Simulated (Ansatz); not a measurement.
`[BH2][GeH2][Cl]` + PH₃ → `[BH2][GeH2][PH2]` + HCl  (ligand exchange at a Ge–Cl bond)

Gas-phase electronic energies from Ansatz, PBE0-D4/def2-TZVP geometries. CCSD(T)/CBS is the MP2 limit (def2-TZVPP, def2-QZVPP) plus CCSD(T) − MP2 in def2-TZVPP, frozen cores. This one scheme is used for every species. For Ge outer-core shells are correlated without core-valence functions, which leaves a few kJ/mol of doubt a bond. Scalar relativity is left out up to krypton. Each species was taken in one conformer, which may not be the lowest.

```tsv
species	HF/def2-SVP energy (Eh)
`[BH2][GeH2][Cl]`	-2561.45856
PH₃	-342.36350
`[BH2][GeH2][PH2]`	-2443.85650
HCl	-459.93826
```

Question: Work out ΔE.

Answer: ΔE = (-2443.85650) + (-459.93826) − (-2561.45856) − (-342.36350) = 0.02730 Eh = +71.7 kJ/mol. CCSD(T)/CBS gives +45.1 kJ/mol.

Largest T1 diagnostic among the species: 0.013.

From BLYP to BHLYP (50 % exact exchange), in def2-TZVPP and without D4, ΔE moves by +8.8 kJ/mol. The D4 term adds −4.0 kJ/mol with B3LYP and −2.3 kJ/mol with PBE0; it sums over pairs of atoms, weighted by their polarisabilities, and B3LYP, whose exchange is more repulsive, gets the larger term.

B3LYP here is the variant with VWN-RPA as its local correlation; programs differ in this.
